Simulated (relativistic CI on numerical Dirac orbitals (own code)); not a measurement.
**How well does a small relativistic CI reproduce Ni⁺?**

Calculated at this level of theory: Dirac-Coulomb-Breit CI, separate exchange-only KLI orbitals for each configuration, model QED (radiative potential, 1s self-energy scaled to tabulated hydrogen-like ionisation energies), valence Slater integrals scaled by 0.85, P86 correlation estimate, and configurations built on the next ion tied to the tabulated ionisation energy (semi-empirical) (own radial code, finite nucleus).

CI space (outside the closed core [Ar]): 3d⁹, 3d⁸4s, 3d⁷4s², 3d⁸4p, 3d⁸4d, 3d⁸5s, 3d⁸4f, 3d⁷4s4p, 3d⁸5p, 3d⁸5d, 3d⁸5f, 3d⁸5g, 3d⁷4s5s, 3d⁷4p². Levels of other configurations are missing.

| Configuration | Term (tabulated) | J | Measured (cm⁻¹) | Computed | Error | Purity (%) |
| --- | --- | --- | --- | --- | --- | --- |
| 3d⁹ | 2D | 5/2 | 0.0 | 0 | 0 | 99 |
| 3d⁹ | 2D | 3/2 | 1506.9 | 1414 | -93 | 99 |
| 3d⁸4s | 4F | 9/2 | 8393.9 | 13916 | 5522 | 99 |
| 3d⁸4s | 4F | 7/2 | 9330.0 | 14831 | 5501 | 98 |
| 3d⁸4s | 4F | 5/2 | 10115.7 | 15586 | 5471 | 99 |
| 3d⁸4s | 4F | 3/2 | 10663.9 | 16116 | 5452 | 99 |
| 3d⁸4s | 2F | 7/2 | 13550.4 | 19581 | 6030 | 98 |
| 3d⁸4s | 2F | 5/2 | 14995.6 | 20991 | 5995 | 98 |
| 3d⁸4s | 4P † | 5/2 | 23108.3 | 31506 | 8398 | 65 |
| 3d⁸4s | 2D † | 3/2 | 23796.2 | 30001 | 6205 | 89 |
| 3d⁸4s | 4P † | 3/2 | 24788.2 | 31538 | 6750 | 92 |
| 3d⁸4s | 4P † | 1/2 | 24835.9 | 31714 | 6878 | 99 |
| 3d⁸4s | 2D † | 5/2 | 25036.4 | 29574 | 4537 | 64 |
| 3d⁸4s | 2P | 3/2 | 29070.9 | 36415 | 7344 | 97 |
| 3d⁸4s | 2P | 1/2 | 29593.5 | 36960 | 7367 | 99 |
| 3d⁸4s | 2G | 9/2 | 32499.5 | 37677 | 5178 | 99 |
| 3d⁸4s | 2G | 7/2 | 32523.5 | 37703 | 5180 | 99 |
| 3d⁷4s² | 4F † | 9/2 | 51045.5 | 35995 | -15050 | 96 |
| 3d⁸4p | 4D° | 7/2 | 51557.8 | 54662 | 3104 | 95 |
| 3d⁷4s² | 4F † | 7/2 | 52205.9 | 37130 | -15076 | 96 |
| 3d⁸4p | 4D° | 5/2 | 52738.4 | 55774 | 3036 | 95 |
| 3d⁷4s² | 4F † | 5/2 | 53037.9 | 37946 | -15092 | 96 |
| 3d⁸4p | 4G° | 11/2 | 53496.5 | 56728 | 3232 | 99 |
| 3d⁷4s² | 4F † | 3/2 | 53601.2 | 38499 | -15102 | 96 |
| 3d⁸4p | 4D° | 3/2 | 53634.6 | 56619 | 2985 | 96 |
| 3d⁸4p | 4D° | 1/2 | 54176.3 | 57133 | 2956 | 98 |
| 3d⁸4p | 4G° | 7/2 | 54262.6 | 57499 | 3236 | 59 |
| 3d⁸4p | 4F° | 9/2 | 54557.1 | 57479 | 2922 | 63 |
| 3d⁸4p | 4G° | 5/2 | 55018.7 | 58239 | 3220 | 74 |
| 3d⁸4p | 2G° | 9/2 | 55299.7 | 58636 | 3336 | 64 |
| 3d⁸4p | 4F° | 7/2 | 55417.8 | 58335 | 2918 | 57 |
| 3d⁸4p | 4F° | 5/2 | 56075.3 | 58906 | 2831 | 68 |
| 3d⁸4p | 2G° | 7/2 | 56371.4 | 59782 | 3411 | 76 |
| 3d⁸4p | 4F° | 3/2 | 56424.5 | 59191 | 2766 | 94 |
| 3d⁸4p | 2F° | 7/2 | 57080.6 | 60433 | 3353 | 78 |
| 3d⁸4p | 2D° | 5/2 | 57420.2 | 60983 | 3563 | 59 |
| 3d⁸4p | 2F° | 5/2 | 58493.2 | 61935 | 3442 | 57 |
| 3d⁸4p | 2D° | 3/2 | 58705.9 | 62362 | 3656 | 96 |
| 3d⁸4p | 2F° | 5/2 | 67694.6 | 71450 | 3756 | 75 |
| 3d⁷4s² | 4P † | 5/2 | 67880.2 | 54322 | -13558 | 95 |
| 3d⁸4p | 2F° | 7/2 | 68131.2 | 71655 | 3523 | 84 |
| 3d⁸4p | 2D° | 3/2 | 68154.3 | 72064 | 3909 | 58 |
| 3d⁷4s² | 4P † | 3/2 | 68156.6 | 54605 | -13551 | 91 |
| 3d⁷4s² | 4P † | 1/2 | 68709.8 | 55132 | -13577 | 94 |
| 3d⁸4p | 2D° | 5/2 | 68736.0 | 72587 | 3851 | 62 |
| 3d⁸4p | 2P° | 3/2 | 68965.6 | 72514 | 3548 | 67 |
| 3d⁷4s² | 2G † | 9/2 | 70358.9 | 54266 | -16093 | 93 |
| 3d⁸4p | 4D° | 5/2 | 70635.5 | 74244 | 3608 | 80 |
| 3d⁸4p | 4D° | 3/2 | 70706.8 | 74344 | 3637 | 85 |
| 3d⁸4p | 4D° † | 1/2 | 70748.7 | 74396 | 3647 | 88 |
| 3d⁸4p | 4D° † | 7/2 | 70778.1 | 74182 | 3404 | 72 |
| 3d⁷4s² | 2G † | 7/2 | 71457.7 | 55338 | -16119 | 96 |
| 3d⁸4d | 4D | 7/2 | 98467.2 | 98448 | -19 | 88 |
| 3d⁸4d | 4P | 5/2 | 98561.2 | 98479 | -82 | 64 |
| 3d⁸4d | 4H | 13/2 | 98822.6 | 98742 | -80 | 100 |
| 3d⁸4d | 4D | 1/2 | 100010.2 | 99921 | -89 | 62 |
| 3d⁸4d | 4H | 9/2 | 100332.1 | 100160 | -172 | 57 |
| 3d⁸4d | 4P | 3/2 | 100490.9 | 100326 | -165 | 66 |
| 3d⁸4d | 4P | 1/2 | 100845.4 | 100677 | -169 | 65 |
| 3d⁸4d | 4H | 7/2 | 101144.6 | 100955 | -190 | 71 |
| 3d⁸4d | 2H | 9/2 | 101357.2 | 101136 | -221 | 59 |

Measured levels from NIST Handbook of Basic Atomic Spectroscopic Data (Sansonetti and Martin, J. Phys. Chem. Ref. Data 34, 1559 (2005)); pairs were made by configuration, J and term (by order where the table uses no LS term), so strongly mixed levels may be paired wrongly.

Mean error by configuration (cm⁻¹): 3d⁹ -93; 3d⁸4s 5904; 3d⁸4p 3325; 3d⁸4d -132. Over the excited levels the mean absolute error is 3185 cm⁻¹ (60 of the 69 excited levels that our extract of the source holds in range could be paired, and the others can miss by more), and the median relative error of those above 1,000 cm⁻¹ is 5.7 %. † marks terms whose computed intervals miss the measured ones by more than a factor of 2.5, or configurations far off the rest, from wrong mixing, a near crossing or a doubtful label or measurement; they are left out of the means.

Transition probabilities of persistent lines. The last column rescales the computed rate by the cube of measured over computed energy:

```tsv
λ measured (Å)	Lower	Upper	A tabulated (s⁻¹)	A computed	A rescaled
1741.55 vacuum	3d⁹ ²D5/2	3d⁸4p ²D°5/2	9.39e+07	1.05e+08	8.76e+07
2165.55 air	3d⁸4s ⁴F9/2	3d⁸4p ⁴F°9/2	2.36e+08	1.45e+08	1.73e+08
2174.67 air	3d⁸4s ⁴F7/2	3d⁸4p ²G°9/2	1.56e+08	9.37e+07	1.08e+08
2206.72 air	3d⁸4s ⁴F5/2	3d⁸4p ⁴F°7/2	1.52e+08	2.35e+08	2.80e+08
2216.48 air	3d⁸4s ⁴F9/2	3d⁸4p ⁴G°11/2	3.57e+08	3.66e+08	4.28e+08
2316.04 air	3d⁸4s ⁴F9/2	3d⁸4p ⁴D°7/2	2.90e+08	2.91e+08	3.46e+08
```
